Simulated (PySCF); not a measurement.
Te: excitation energy

Te [Kr] 4d10 5s2 5p4 (3P) → Te [Kr] 4d10 5s1 5p4 6s1 (5P), as a difference of total energies. Computed with PySCF 2.14 in aug-cc-pwCVTZ-PP with ECP28MDF (8s7p6d4f1g, 96 functions), with a scalar-relativistic core potential. Correlated levels: valence: 4s2 4p6 4d10 frozen. The calculations carry no spin-orbit coupling.

```
           method  excitation energy (eV)
              UHF                  13.943
    MP2 (valence)                  14.125
SCS-MP2 (valence)                  14.282
   CCSD (valence)                  13.890
CCSD(T) (valence)                  13.668
```

How much does correlation contribute at CCSD(T) (valence)?

13.668 − (13.943) = -0.275 eV, measured against UHF.

The upper state lies above the first ionisation limit, where it may autoionise and the basis confines it. A Rydberg-like electron needs more diffuse functions than a valence basis has.

The promoted electron is Rydberg-like, and one or two diffuse shells describe it only roughly, which tends to raise the upper state.

The coupled-cluster amplitudes are large for the upper state (T1 above 0.03 or a double amplitude above 0.15), so a single reference is strained.
